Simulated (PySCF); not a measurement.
**EPR parameters of C4H9O3Si**

Species: C₄H₉O₃Si (doublet state).
Cartesian coordinates in Å at the GFN2-xTB level; atoms count from 1:
```
atom  x, y, z in Å
C1     3.6448   -0.3747   -0.1683
C2     2.2964   -0.7191   -0.6520
O3     1.2376   -0.1288   -0.0609
C4    -0.0183   -0.4195   -0.4770
O5    -0.2654   -1.1916   -1.3679
C6    -1.0193    0.3726    0.3490
O7    -2.3083    0.0925   -0.0597
Si8   -3.7191    0.6682    0.4932
H9     4.2534    0.0461   -0.9724
H10    4.1692   -1.2627    0.1931
H11    3.5722    0.3492    0.6388
H12    2.1042   -1.4144   -1.4517
H13   -0.7907    1.4420    0.2344
H14   -0.8748    0.1150    1.4082
H15   -4.6228   -0.0481   -0.3853
H16   -3.7775    2.1285    0.3566
H17   -3.8885    0.3567    1.9175
```

The hyperfine couplings belong to this conformer and change with its torsions.

Identity: `C[CH]OC(=O)CO[SiH3]` [radical].

Computed, not measured: PySCF 2.14.0, UKS B3LYP, pcH-1 on C H O Si, non-relativistic, mean-field spin-orbit, GIAO. Geometry: GFN2-xTB, one conformer, isolated molecule. A GFN2-xTB geometry isn't a minimum of the functional, and hyperfine couplings can be far from their values at a DFT geometry. Stability of the SCF solution: not tested.

```
g1, g2, g3   : 2.00212, 2.00275, 2.00359
g_iso        : 2.00282
Form of g    : rhombic: the two nearest values differ by 43 % of g3 − g1
⟨S²⟩         : 0.7540 (exact 0.7500)
Total energy : -673.01068 Eh
```

Isotropic coupling and dipolar principal values T1 to T3, in mT (MHz turned into mT with g_iso):

| atom | isotope | a_iso | of which spin–orbit | T1 | T2 | T3 | Mulliken spin population |
| --- | --- | --- | --- | --- | --- | --- | --- |
| C1 | 13C | -1.20 | 0.00 | -0.08 | 0.03 | 0.05 | -0.08 |
| C2 | 13C | 3.26 | 0.00 | -2.92 | -2.83 | 5.74 | 0.94 |
| O3 | 17O | -0.21 | 0.00 | -0.97 | 0.45 | 0.52 | 0.02 |
| C4 | 13C | 0.19 | 0.00 | -0.21 | -0.12 | 0.33 | 0.04 |
| O5 | 17O | -0.10 | 0.00 | -0.55 | 0.26 | 0.30 | 0.05 |
| C6 | 13C | -0.17 | 0.00 | -0.03 | 0.00 | 0.02 | -0.01 |
| O7 | 17O | 0.02 | 0.00 | 0.00 | 0.00 | 0.00 | 0.00 |
| Si8 | 29Si | 0.01 | 0.00 | 0.00 | 0.00 | 0.00 | 0.00 |
| H9 | 1H | 3.81 | 0.00 | -0.18 | -0.13 | 0.31 | 0.04 |
| H10 | 1H | 3.84 | 0.00 | -0.18 | -0.13 | 0.31 | 0.04 |
| H11 | 1H | 0.10 | 0.00 | -0.16 | -0.13 | 0.30 | 0.00 |
| H12 | 1H | -2.37 | 0.00 | -1.30 | -0.02 | 1.32 | -0.04 |
| H13 | 1H | 0.35 | 0.00 | -0.06 | -0.05 | 0.11 | 0.00 |
| H14 | 1H | 0.36 | 0.00 | -0.06 | -0.05 | 0.11 | 0.00 |
| H15 | 1H | 0.00 | 0.00 | -0.01 | -0.01 | 0.02 | 0.00 |
| H16 | 1H | 0.00 | 0.00 | -0.01 | -0.01 | 0.02 | 0.00 |
| H17 | 1H | 0.00 | 0.00 | -0.01 | -0.01 | 0.02 | 0.00 |

The largest Mulliken spin populations are on C2 (+0.94) and C1 (-0.08). C2 is the only atom above +0.15. The angles at C2 add up to 360.0°, so it is planar; its axial dipolar tensor and the negative coupling of its proton fit spin in a p orbital normal to that plane.

Axes: g3 points within 3° of the C1–C2 bond.

Under fast tumbling the dipolar parts average out, and these isotropic splittings remain: 3 × 1H (H9/H10/H11, I = 1/2, 4 lines) with 2.58 mT, 1 × 1H (H12, I = 1/2, 2 lines) with 2.37 mT and 2 × 1H (H13/H14, I = 1/2, 3 lines) with 0.36 mT.

Means are taken over nuclei equivalent by connectivity, which assumes that they swap fast. The three 1H nuclei of mean +72.4 MHz run from 2.8 to 107.5 MHz in the frozen geometry.

The 13C coupling of C2 (91.4 MHz) shows only in satellite lines or after enrichment, since that isotope makes up about 1.07 % of natural carbon.

The 17O coupling of O3 (-5.8 MHz) shows only in satellite lines or after enrichment, since that isotope makes up about 0.038 % of natural oxygen.

β density exceeds α density at some nuclei, such as C1 (-0.0300), H12 (-0.0149) and C6 (-0.0042), spin density in bohr⁻³. In a single determinant that takes different orbitals for the two spins, that is spin polarisation.

Time: 98 s (grids of density and orbitals included); peak memory 1.1 GiB. Hardware: an Arm Neoverse V2 with one thread (shared host).
